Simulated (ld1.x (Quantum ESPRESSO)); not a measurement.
## Si PAW: all-electron and pseudo phase curves

ld1.x (Quantum ESPRESSO) 7.5 input, shortened:

```
&input
   title='Si', zed=14., rel=0, dft='REVPBE', iswitch=3,
   config='[Ne] 3s2 3p1.5 3d-2'
 /
 &inputp
   pseudotype=3, lpaw=.true., tm=.true., lloc=-2, rcloc=1.05,
   nlcc=.false.,
   which_augfun='BESSEL', rmatch_augfun=0.75
 /
5
2S  1  0   2.00   0.00  0.85  1.05  0.0
3S  2  0   2.00   0.00  0.85  1.05  0.0
2P  2  1   6.00   0.00  0.85  1.00  0.0
3P  3  1   1.50   0.00  0.85  1.00  0.0
3D  3  2  -2.00   0.05  0.75  1.00  0.0
 &test
   configts(1)='2s2 2p6 3s2 3p1.5'
 /
```

The phase is arctan(r·u′/u) with u = r·R(r), unwrapped; energies in Ry, scanned from -13 to 5 Ry. A pole is an energy at which the radial function vanishes at the test radius. The pseudo phase is shifted by a multiple of π to meet the all-electron one at the reference energy, and phase errors are pseudo minus all-electron; the curves can meet again beyond the range given. Levels narrower than the energy grid can be missing from the lists of poles.

For each channel, where are the poles, and over which energies does the pseudopotential scatter like the atom?

```json
{"channel": "s", "radius (bohr)": "1.15", "reference energy (Ry)": "-1.08", "poles, all-electron": "-9.69", "poles, pseudo": "-9.69", "unbroken range about the reference energy with phases within 0.05 rad": "the whole range", "phase error 1 Ry above the reference energy (rad)": "-0.000"}
{"channel": "p", "radius (bohr)": "1.15", "reference energy (Ry)": "-0.56", "poles, all-electron": "-6.56", "poles, pseudo": "-6.56", "unbroken range about the reference energy with phases within 0.05 rad": "the whole range", "phase error 1 Ry above the reference energy (rad)": "+0.000"}
{"channel": "d", "radius (bohr)": "1.15", "reference energy (Ry)": "0.05", "poles, all-electron": "none", "poles, pseudo": "none", "unbroken range about the reference energy with phases within 0.05 rad": "the whole range", "phase error 1 Ry above the reference energy (rad)": "+0.000"}
```

Phases in the s channel:

| E (Ry) | all-electron | pseudo |
| --- | --- | --- |
| -13.00 | 1.127 | 1.127 |
| -12.04 | 0.908 | 0.907 |
| -11.08 | -0.438 | -0.438 |
| -10.12 | -1.464 | -1.464 |
| -9.16 | -1.646 | -1.646 |
| -8.20 | -1.722 | -1.722 |
| -7.24 | -1.771 | -1.771 |
| -6.28 | -1.809 | -1.809 |
| -5.32 | -1.844 | -1.845 |
| -4.36 | -1.880 | -1.880 |
| -3.40 | -1.920 | -1.920 |
| -2.44 | -1.966 | -1.966 |
| -1.48 | -2.022 | -2.022 |
| -0.52 | -2.095 | -2.095 |
| 0.44 | -2.194 | -2.194 |
| 1.40 | -2.335 | -2.336 |
| 2.36 | -2.546 | -2.548 |
| 3.32 | -2.859 | -2.865 |
| 4.28 | -3.267 | -3.279 |
